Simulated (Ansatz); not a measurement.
`O[Si](Cl)(Br)Br` and `N[Si](O)(Cl)Br` differ in one atom or group.

Ansatz, PBE0-D4/def2-TZVP geometries, multiplicity 1. Each molecule was computed in one conformer, which needn't be the lowest.

Scalar relativity is left out up to krypton. Spin–orbit coupling is left out; it splits and shifts lone-pair levels of the heavy atoms by tenths of an eV.

| property | `O[Si](Cl)(Br)Br` |
| --- | --- |
| ideal-gas entropy at 298 K and 1 bar (rigid rotor, harmonic PBE0-D4/def2-TZVP) / J/(mol·K) | 376 |
| size of the dipole moment (B3LYP/def2-TZVPP) / D | 1.52 |
| LUMO energy (PBE/def2-TZVPP) / eV | -1.63 |
| LUMO energy (PBE0/def2-TZVPP) / eV | -0.69 |
| HOMO energy (B3LYP/def2-TZVPP) / eV | -8.38 |
| LUMO energy (ωB97M-V/def2-TZVPP) / eV | 1.27 |

**Question.** What does the change do to each property? (Best estimate.)

**Answer.** Ansatz gave: 
| property | `N[Si](O)(Cl)Br` | shift |
| --- | --- | --- |
| ideal-gas entropy at 298 K and 1 bar (rigid rotor, harmonic PBE0-D4/def2-TZVP) / J/(mol·K) | 362 | -14 |
| size of the dipole moment (B3LYP/def2-TZVPP) / D | 2.92 | 1.40 |
| LUMO energy (PBE/def2-TZVPP) / eV | -0.69 | 0.94 |
| LUMO energy (PBE0/def2-TZVPP) / eV | 0.25 | 0.94 |
| HOMO energy (B3LYP/def2-TZVPP) / eV | -7.78 | 0.60 |
| LUMO energy (ωB97M-V/def2-TZVPP) / eV | 1.83 | 0.56 |

With PBE0 the HOMO rises by 0.61 eV and the LUMO rises by 0.94 eV, so the gap widens by about 0.33 eV. PBE moves the HOMO by 0.71 eV and ωB97M-V by 0.52 eV. The zero-point energy changes by 67.0 kJ/mol with +6 modes. Dipoles are sizes alone; their direction can turn.

B3LYP here is the variant with VWN-RPA as its local correlation; programs differ in this.
